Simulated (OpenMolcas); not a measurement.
Ar4+: from CASSCF to CASPT2

```json
{"Program": "OpenMolcas", "Basis": "ANO-RCC-VQZP [6s5p3d2f1g]", "Scalar Hamiltonian": "DKH2, point nucleus", "Active space": "2 electrons in 3 orbitals (3p)", "State averaging": "2S+1 = 3 even, 3 roots; 2S+1 = 1 even, 6 roots", "Spin-orbit coupling": "RASSI with atomic mean-field integrals over the reference wave functions, term energies averaged over their components"}
```

Methods on the same reference wave functions:
A. CASSCF
B. SS-CASPT2, IPEA 0.25 Eh, imaginary shift 0.1 Eh (closed shells correlated: 2s 2p 3s)

Energies in cm⁻¹ above 3s² 3p² ³P₀, the measured ground level; measured values from Saloman, J. Phys. Chem. Ref. Data 39, 033101 (2010).

```json
{"Level": "3s² 3p² ³P₀", "A": "0.0", "B": "0.0", "Measured": "0.0"}
{"Level": "3s² 3p² ³P₁", "A": "689", "B": "704", "Measured": "763"}
{"Level": "3s² 3p² ³P₂", "A": "1890", "B": "1894", "Measured": "2029"}
{"Level": "3s² 3p² ¹D₂", "A": "19526", "B": "16000", "Measured": "16299"}
{"Level": "3s² 3p² ¹S₀", "A": "46614", "B": "38060", "Measured": "37912"}
```

Deviations, from unrounded energies. A percentage is the sum of absolute deviations over the sum of measured energies, with the sign that they share, or ± where signs differ.

| Against measurement | Levels | A | B |
| --- | --- | --- | --- |
| mean absolute deviation (cm-1) | 4 | 3000 | 160 |
| fine structure of the ground term (%) | 2 | -7.7 | -7.0 |
| other terms of the ground configuration (%) | 2 | +22.0 | ±0.8 |

B lies closest to measurement on these levels. The largest miss of B in the table is 3s² 3p² ¹D₂, by -300 cm-1. The ranking rests on the paired levels alone, and a cruder setting can come out closer through cancelling errors.

From A to B the spin-free energies of the other terms of 3s² 3p² shown, above ³P, scale by factors of 0.80 to 0.81.

The lowest spin-free term lies below A's lowest term by 0.160 hartree in B.

Term energies are means over components that CASPT2 splits; among the terms shown or strongly mixed into the levels shown the widest spread is 110 cm-1 (3s² 3p² ¹D, B). With the s shell closed, the reference lacks s² → p² mixing. Computed and measured levels are paired by configuration, term and J; levels that our copy of the source lacks, or whose pairing is in doubt (as where it misses far off the trend of its configuration), stay unpaired and out of the deviations. Levels of configurations outside the active space are missing.
